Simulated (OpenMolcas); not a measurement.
Cr2+.

```yaml
Program: OpenMolcas 26.06
Basis: ANO-RCC-VQZP [7s6p4d3f2g1h]
Scalar_Hamiltonian: DKH2, point nucleus
Active_space: 10 electrons in 8 orbitals (RAS1 3p, at most 2 holes; RAS2 3d)
State_averaging: 2S+1 = 5 even, 5 roots; 2S+1 = 3 even, 45 roots; 2S+1 = 1 even, 44 roots
Spin-orbit_coupling: RASSI with atomic mean-field integrals over the reference wave functions, term energies averaged over their components
```

Two sets of levels on these reference wave functions, in cm-1 above 3d4 5D0: one from RASSCF and one from MS-RASPT2, IPEA 0.25 Eh, imaginary shift 0.1 Eh (closed shells correlated: 3s).

| Level | Set 1 | Set 2 |
| --- | --- | --- |
| 3d4 5D0 | 0.0 | 0.0 |
| 3d4 5D1 | 69.4 | 69.9 |
| 3d4 5D2 | 206 | 207 |
| 3d4 5D3 | 404 | 405 |
| 3d4 5D4 | 659 | 659 |
| 3d4 3P0(1) | 18750 | 16670 |
| 3d4 3P1(1) | 19160 | 17090 |
| 3d4 3P2(1) | 19910 | 17830 |
| 3d4 3H4 | 21690 | 17060 |
| 3d4 3F2(1) | 21840 | 18490 |
| 3d4 3H5 | 21840 | 17200 |
| 3d4 3F3(1) | 21920 | 18550 |
| 3d4 3H6 | 22010 | 17370 |
| 3d4 3F4(1) | 22030 | 18640 |
| 3d4 3G3 | 25720 | 20870 |
| 3d4 3G4 | 25890 | 21050 |

Which set is which?

Set 2 is MS-RASPT2. Its levels of the other terms of 3d4 lie at 0.79 to 0.90 of the other set's values, as expected, since terms of lower spin or lower L gain more correlation energy than the Hund ground term. Against 15 measured levels (Sugar and Corliss, J. Phys. Chem. Ref. Data 6, 317 (1977)) the mean absolute deviation is 96 cm-1 with it and 2700 cm-1 without; single levels miss by up to 220 cm-1 with it.

CASPT2 does not keep the components of a term degenerate, so their means are used; among the terms shown or strongly mixed into the levels shown the widest spread is 590 cm-1 (3d4 3H, MS-RASPT2). Active for correlation alone: 3p; no level in the range computed is led by a configuration that opens it, so any true level of that kind is missing. Without dynamic correlation excited terms often stand tens of per cent too high (terms of higher spin than the ground term too low), and those without a measured partner can miss by more than the paired ones (holds for RASSCF). The CASPT2 spread within a term exceeds the gap to the next term for 3d4 3H and 3d4 3P(1), so the order of their levels is uncertain (holds for MS-RASPT2). Measured partners are found by configuration, term and J. A level has none where our copy of the source lacks it or the pairing is in doubt (some pairs that miss far off the trend of their configuration count as doubtful), and it then counts in no deviation. Levels of configurations outside the active space are missing. The table leaves out levels that lie high or whose names do not pair safely across all columns.

A number in round brackets counts repeated terms of one configuration in the order of the reference energies.
